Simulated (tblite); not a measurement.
C₅H₈FNSi₂.
Numbering: `[CH:1]#[C:2][Si@:3]([F:4])([C:5]#[C:6][CH3:7])[NH:8][SiH3:9]` (hydrogens: H10 on C1; H11, H12, H13 on C7; H14 on N8; H15, H16, H17 on Si9)

Cartesian coordinates in Å at the GFN2-xTB level; atoms count from 1:
```
atom  x, y, z in Å
C1    -1.3071    3.1634   -0.1505
C2    -0.9334    2.1746    0.4196
Si3   -0.3684    0.6393    1.2791
F4    -0.1170    0.9905    2.8392
C5     1.2202    0.0391    0.5651
C6     2.2574   -0.3642    0.1036
C7     3.5060   -0.8404   -0.4442
N8    -1.6126   -0.5547    1.3068
Si9   -2.4963   -1.2285   -0.0200
H10   -1.6337    4.0338   -0.6432
H11    3.3521   -1.2105   -1.4576
H12    3.8988   -1.6482    0.1729
H13    4.2327   -0.0287   -0.4689
H14   -1.8182   -0.9258    2.2195
H15   -3.2302   -0.1595   -0.7013
H16   -3.3961   -2.2139    0.5793
H17   -1.5613   -1.8543   -0.9598
```

Level: GFN2-xTB in tblite, geometry and Hessian alike; calculated harmonic values, unscaled, isolated species. The method is semi-empirical: single wavenumbers can be off by several per cent or more. Modes of hydrogen on silicon can be 10 to 20 % off. One conformer, not necessarily the lowest. The optimisation stopped once no atom felt more than 0.01 eV/Å.

Lowest wavenumbers of the output (negative numbers stand for imaginary wavenumbers):
```
mode    cm-1
  1     -54.2
  2     -14.1
  3      25.9
  4      53.7
  5      63.9
  6     107.5
  7     130.6
  8     150.3
```

Q: Is this structure a minimum?

A: Not by this Hessian. 1 mode is imaginary beyond 20i (54i cm⁻¹), and 1 more slightly so (14.1i). The curvature is small, so loose convergence or finite differences may be the whole cause.

Q: Which atoms move in the imaginary modes?

A: 54i: H15 (Si–H hydrogen) 28 %, H16 (Si–H hydrogen) 28 %, H17 (Si–H hydrogen) 27 %, H14 (N–H hydrogen) 12 %; 14i: H13 (methyl hydrogen) 33 %, H12 (methyl hydrogen) 33 %, H11 (methyl hydrogen) 33 %. These are shares of the mass-weighted motion.

Q: What is the remedy?

A: Step along such a mode in both directions, optimise again with tighter thresholds and repeat the frequencies. The zero-point energy of this point (67.3 kcal/mol) counts the 43 real modes alone, and thermal corrections from it aren't those of a minimum.
